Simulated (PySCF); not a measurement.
# Ionisation energy of Mo²⁰⁺ by level of theory

Mo²⁰⁺ [Ar] 3d4 (5D) → Mo²¹⁺ [Ar] 3d3 (4F), as a difference of total energies. Calculation: PySCF 2.14, in an even-tempered Gaussian basis (19 s from 2.1 bohr⁻², ratio 2.5; 12 p from 2.7 bohr⁻², ratio 2.5; 8 d from 2.7 bohr⁻², ratio 2.5; 4 f from 11 bohr⁻², ratio 2.7; 3 g from 16 bohr⁻², ratio 2.7); scalar relativity by spin-free X2C-1e. Correlated levels: outer shells: [Ne] frozen; virtual orbitals above 40 to 60 times the deepest correlated orbital energy dropped. The calculations carry no spin-orbit coupling.

```tsv
method	ionisation energy (eV)
UHF	890.56
LDA	891.38
PBE	890.58
PBE0	891.03
r2SCAN	890.48
TPSS	889.93
M06-L	891.49
MP2 (outer shells)	891.30
SCS-MP2 (outer shells)	890.85
```

Question: How much does correlation contribute at MP2 (outer shells)?

Answer: 891.30 − (890.56) = 0.74 eV, measured against UHF.

A first-order spin-orbit estimate (lowest level to lowest level, LS coupling) adds -0.938 eV.

Breit and QED terms and the two-electron picture change are absent.

For comparison: 890 ± 4 eV (theoretical estimate listed by NIST; NIST Atomic Spectra Database, ionization energies).
